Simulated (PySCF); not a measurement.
CH5ClFNSi, SMILES NC[Si@H](F)Cl. The structure is a stationary point at PBE-D3(BJ)/def2-SVP. The structure was generated by enumeration; whether it is a known compound was not checked. Other conformers were not sampled.

Computed equilibrium geometry at PBE-D3(BJ)/def2-SVP (PySCF confirms it by a frequency run) as bond lengths and angles (one conformer of several):
Atoms: N1 C2 Si3 F4 Cl5 H6 H7 H8 H9 H10. Bond lengths (Å): N1–C2 1.470, N1–H6 1.029, N1–H7 1.029, C2–Si3 1.884, C2–H8 1.112, C2–H9 1.112, Si3–F4 1.642, Si3–Cl5 2.077, Si3–H10 1.499. Angles (°): C2–N1–H6 110.8, C2–N1–H7 110.1, H6–N1–H7 106.1, N1–C2–Si3 111.9, N1–C2–H8 109.8, N1–C2–H9 109.9, Si3–C2–H8 109.4, Si3–C2–H9 110.4, H8–C2–H9 105.2, C2–Si3–F4 106.5, C2–Si3–Cl5 113.5, C2–Si3–H10 112.7, F4–Si3–Cl5 108.0, F4–Si3–H10 106.5, Cl5–Si3–H10 109.3.
